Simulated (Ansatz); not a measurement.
Relaxation of CH5BOSi (9 atoms, charge 0, multiplicity 1), to a largest force component of 0.015 eV/Å in at most 40 steps.

These are results of Ansatz, RKS PBE-D4/6-31G, not measurements.

```xyz
9
Properties=species:S:1:pos:R:3
B -0.169 1.241 -0.992
C 0.409 -0.143 -0.849
Si 1.313 -1.005 -2.116
O 1.614 -0.368 -3.573
H -0.039 1.837 -1.995
H -0.761 1.752 -0.107
H 0.277 -0.676 0.087
H 1.969 -2.285 -2.297
H 1.311 0.507 -3.802
```

**Question.** Where does it end, and by what steps?

**Answer.** It converged. Limits of this set-up: no polarisation functions. After 5 steps the energy has fallen by 0.326 eV; H9 moved furthest, 0.20 Å.

```csv
step,energy less start (eV),largest force component (eV/Å),accepted
0,0.0000,2.970,yes
1,-0.2644,1.333,yes
2,-0.3167,0.378,yes
3,-0.3242,0.158,yes
4,-0.3257,0.053,yes
5,-0.3260,0.008,yes
```

```xyz
9
Properties=species:S:1:pos:R:3
B -0.122 1.183 -1.042
C 0.410 -0.206 -0.783
Si 1.299 -0.994 -2.091
O 1.572 -0.239 -3.614
H 0.060 1.734 -2.114
H -0.740 1.796 -0.206
H 0.276 -0.748 0.161
H 1.961 -2.337 -2.212
H 1.208 0.670 -3.743
```

Whether the end is a true minimum wasn't checked by a vibrational analysis.

Time of the run: 16 s on 1 thread of Arm Neoverse V1 (shared host), peak memory 0.15 GiB.
